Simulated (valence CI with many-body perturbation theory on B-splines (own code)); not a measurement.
# Tb LX: calculated level list

Level of theory: relativistic CI+MBPT: four valence electrons over a frozen Dirac-Fock core [He], radial functions for each j: 9 s, 9 p, 8 d, 6 f, 3 g, 1 h, with the one-electron correlation potential Σ1, the two-electron term Σ2, the three-electron term Σ3, Breit, model QED; selected CI, second order for the rest, scaled by the run's own slope (own B-spline code, finite nucleus).

No measured spectrum was set against this ion. As an estimate, large intervals hold to a few tenths of a per cent, small ones and those within an open d or f shell to about a per cent.

Levels 1 to 40 of 40, with energies above the lowest level, (2s^2 2p1/2^2) J=0. "Leading %" is the weight of the configuration and term that name the level; weights of strongly mixed levels are sums over their largest components and can fall short, so below about 35 % the name and the second component can differ from the true leading terms, or belong to a minority configuration. In the jj column 3d3/2^4 stands for four electrons in 3d with j = 3/2. Lifetimes count E1, E2, E3, M1 and M2 decay at the calculated energies, and are blank where another channel may lead or the interval is too uncertain; long ones can be off by a factor of two.

```tsv
No.	Configuration	Term	J	E (Ry)	Leading %	Leading jj	g	Lifetime
1	2s2 2p2	3P	0	0.00	69	2s^2 2p1/2^2 (100 %)		
2	2s2 2p2	3P	1	57.06	100	2s^2 2p1/2 2p3/2 (100 %)	1.476	339 ps
3	2s2 2p2	1D	2	58.35	65	2s^2 2p1/2 2p3/2 (100 %)	1.147	113 ns
4	2s 2p3	3P°	2	75.12	48	2s 2p1/2^2 2p3/2 (99 %)	1.518	42.5 ps
5	2s 2p3	3D°	1	80.64	32	2s 2p1/2^2 2p3/2 (100 %)	1.106	263 fs
6	2s2 2p2	3P	2	116.72	64	2s^2 2p3/2^2 (99 %)	1.296	77.9 ps
7	2s2 2p2	1S	0	120.57	68	2s^2 2p3/2^2 (99 %)		65.9 ps
8	2s 2p3	5S°	2	130.43	50	2s 2p1/2 2p3/2^2 (99 %)	1.551	1.18 ps
9	2s 2p3	3D°	3	133.45	100	2s 2p1/2 2p3/2^2 (100 %)	1.303	1.24 ps
10	2s 2p3	3P°	0	137.13	100	2s 2p1/2 2p3/2^2 (100 %)		331 fs
11	2s 2p3	3S°	1	138.55	51	2s 2p1/2 2p3/2^2 (100 %)	1.300	170 fs
12	2s 2p3	1D°	2	139.28	74	2s 2p1/2 2p3/2^2 (99 %)	1.056	174 fs
13	2s 2p3	3P°	1	139.54	61	2s 2p1/2 2p3/2^2 (100 %)	1.313	274 fs
14	2p4	3P	2	158.45	68	2p1/2^2 2p3/2^2 (99 %)	1.316	183 fs
15	2p4	1S	0	162.54	63	2p1/2^2 2p3/2^2 (99 %)		159 fs
16	2s 2p3	3P°	2	193.99	51	2s 2p3/2^3 (99 %)	1.429	350 fs
17	2s 2p3	1P°	1	199.33	38	2s 2p3/2^3 (100 %)	1.171	136 fs
18	2p4	3P	1	216.44	100	2p1/2 2p3/2^3 (100 %)	1.476	115 fs
19	2p4	1D	2	217.76	69	2p1/2 2p3/2^3 (100 %)	1.127	121 fs
20	2p4	3P	0	277.85	64	2p3/2^4 (100 %)		87.0 fs
21	2s2 2p 3s	3P°	0	565.42	99	2s^2 2p1/2 3s (99 %)		8.29 fs
22	2s2 2p 3s	3P°	1	565.66	67	2s^2 2p1/2 3s (100 %)	1.311	6.67 fs
23	2s2 2p 3p	3D	1	570.80	73	2s^2 2p1/2 3p1/2 (100 %)	0.642	579 fs
24	2s2 2p 3p	3P	0	573.68	68	2s^2 2p1/2 3p1/2 (99 %)		258 fs
25	2s 2p2 3s	5P	1	581.64	42	2s 2p1/2^2 3s (96 %)	2.012	8.55 fs
26	2s 2p2 3s	3P	0	584.13	69	2s 2p1/2^2 3s (99 %)		9.06 fs
27	2s 2p2 3p	3P°	1	587.61	33	2s 2p1/2^2 3p1/2 (98 %)	1.362	2.80 fs
28	2s 2p2 3p	3P°	0	587.66	50	2s 2p1/2^2 3p1/2 (99 %)		249 fs
29	2s2 2p 3p	3D	2	589.12	52	2s^2 2p1/2 3p3/2 (100 %)	1.151	392 fs
30	2s2 2p 3p	3P	1	589.29	47	2s^2 2p1/2 3p3/2 (96 %)	1.515	217 fs
31	2s2 2p 3d	3F°	2	593.27	75	2s^2 2p1/2 3d3/2 (100 %)	0.747	6.43 fs
32	2s2 2p 3d	3D°	1	595.07	50	2s^2 2p1/2 3d3/2 (98 %)	0.833	852 as
33	2s2 2p 3d	3P°	2	598.81	47	2s^2 2p1/2 3d5/2 (98 %)	1.282	1.11 fs
34	2s2 2p 3d	3F°	3	599.08	46	2s^2 2p1/2 3d5/2 (100 %)	1.098	1.16 fs
35	2s 2p2 3p	3P°	2	605.62	34	2s 2p1/2^2 3p3/2 (98 %)	1.510	58.9 fs
36	2s 2p2 3p	3D°	1	605.97	32	2s 2p1/2^2 3p3/2 (99 %)	1.128	3.04 fs
37	2s 2p2 3d	3D	1	609.72	45	2s 2p1/2^2 3d3/2 (99 %)	0.460	7.52 fs
38	2s 2p2 3d	3D	2	610.12	30	2s 2p1/2^2 3d3/2 (97 %)	1.128	5.75 fs
39	2s 2p2 3d	3D	3	615.07	36	2s 2p1/2^2 3d5/2 (99 %)	1.339	1.16 fs
40	2s 2p2 3d	3F	2	616.26	29	2s 2p1/2^2 3d5/2 (97 %)	1.022	1.20 fs
```

The ionisation energy to 2s2 2p 2P°_1/2 of the next ion comes out as 13660 eV (NIST: 13658 ± 7 eV (theoretical)). All 40 levels together are meant to be complete up to 617.00 Ry.
